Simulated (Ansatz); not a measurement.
Cost and result for the atomization energy of CH5FOSiTe, SMILES `O[SiH2]C(F)[TeH]` (10 atoms, 9 bonds).

```xyz
10

O    -1.3570    0.8742    1.2218
Si   -0.7036    0.9696   -0.2813
C     0.8522   -0.1101   -0.3485
F     1.5712    0.0874   -1.5118
Te    0.2174   -2.1641   -0.1442
H    -1.5664   -0.0106    1.5328
H    -0.3634    2.3926   -0.5055
H    -1.6181    0.4718   -1.3452
H     1.5117    0.0697    0.5047
H     1.4560   -2.5805    0.8770
```

Total charge 0; spin multiplicity 1. Correlated methods include outer-core shells of Te, which these sets cover unevenly. Te: def2 effective core potential. The structure was optimised at the PBE0-D4/def2-TZVP level. It is one conformer, not always the lowest. Program: Ansatz. All runs use 4 threads of an AMD EPYC 9R45 on a shared host. Times are those of one run each, without the atoms' runs, and a repeat can differ threefold. Electronic energies, without spin–orbit coupling; frozen cores. CCSD(T)/CBS adds CCSD(T) − MP2 in def2-TZVPP to the MP2 limit, and its time is that of the two runs behind it. T1 = 0.012. With those shells the extrapolation isn't a true limit. B3LYP takes the VWN-RPA correlation (the form of Gaussian; ORCA's B3LYP/G).

CCSD(T)/CBS is a level of theory with its own doubt, some kJ/mol a heavy atom from the limit and from the frozen cores, so smaller differences don't rank the functionals.

```
                             level  functions  wall time  atomization (kJ/mol)  difference from CCSD(T)/CBS  per bond
   PBE-D4/def2-TZVPP (with forces)        255      1.7 s                3363.7                         35.7       4.0
                PBE0-D4/def2-TZVPP        255        2 s                3279.8                        -48.2      -5.4
r2SCAN-D4/def2-TZVPP (with forces)        255      2.7 s                3304.7                        -23.3      -2.6
 B3LYP-D4/def2-TZVPP (with forces)        255      3.1 s                3292.4                        -35.6      -4.0
                 B2PLYP/def2-TZVPP        255      4.1 s                3252.2                        -75.8      -8.4
                ωB97X-V/def2-TZVPP        255      4.7 s                3315.0                        -13.0      -1.4
  ωB97M-V/def2-TZVPP (with forces)        255        7 s                3300.5                        -27.5      -3.1
                    MP2/def2-QZVPP        473       15 s                3342.7                         14.7       1.6
                CCSD(T)/def2-TZVPP        255    2.5 min                3212.9                       -115.1     -12.8
                 CCSD(T)/CBS(def2)          –    2.7 min                3328.0                          0.0       0.0
```

The D4 term adds +41.5 kJ/mol with B3LYP and +21.6 kJ/mol with PBE0; it sums over pairs of atoms, weighted by their polarisabilities, and B3LYP, whose exchange is more repulsive, gets the larger term. From PBE to PBE0 (25 % exact exchange), in def2-TZVPP and without D4, the atomization energy moves by −80.2 kJ/mol: exact exchange takes away binding that semilocal exchange gives to molecules. In def2-TZVPP, CCSD(T) changes the Hartree–Fock value by +936.3 kJ/mol (the triples alone add +60.6 kJ/mol) and MP2 by +997.5 kJ/mol; breaking electron pairs costs correlation energy, which Hartree–Fock lacks.

Spin–orbit coupling would lower the free Te atoms strongly, and the atomization energy with them, by more than many differences here.
